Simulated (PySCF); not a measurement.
## Structure elucidation problem

Molecular formula: CH8BNO. Simulated spectra:

$^{1}$H NMR (400 MHz, computed): δ 3.50 (s, 3H), 3.09 (br, 2H), 2.46 (br s, 3H).

$^{13}$C{$^{1}$H} NMR (computed): δ 59.7 (CH3).

Isolated molecule, single conformer, rapidly exchanging positions averaged, no relativistic terms. J: B3LYP/pcJ-1 (spin–dipole term only in couplings to heteroatoms); B3LYP/pcSseg-2 with gauge-including orbitals; coordinates at the PBE0-D3(BJ)/def2-SVP level; PySCF 2.14.0 with density-fitted response routines.

Scale: $^{1}$H (σ = 31.39 ppm), $^{13}$C (σ = 179.19 ppm) against TMS (reference shieldings calculated alike).

**Question.** What is the structure?

**Answer.** 
Carbon types of the structure: 1 × CH3, leaving 5 H on heteroatoms. δC 59.7: methyl carbon bonded to O; the inductive effect lowers its shielding. δH 3.50: hydrogen on a methyl carbon bonded to O; its carbon carries O, an electronegative neighbour. δH 3.09: hydrogen on a boron bonded to N, O. δH 2.46: hydrogen on a donor nitrogen of a Lewis adduct; exchangeable; this is the value without hydrogen bonding to other molecules.

Structure: `CO[BH2-][NH3+]`.

OH and NH positions are those of a molecule without intermolecular hydrogen bonds; in solution they move with solvent, concentration and temperature, and exchange usually removes their couplings. Hydrogens on boron are broadened and split by $^{11}$B (spin 3/2, 80 %) and 10B (spin 3). Shifts are as computed. Against solution values, carbons near 30 ppm lie about +3 ppm off and those near 130 ppm about +8 ppm. Of 1211 compounds with measured shifts, 218 miss one by over three times the rms of a fit or turn the order of signals round; such compounds aren't used in these exercises. Couplings to exchangeable protons are dropped.
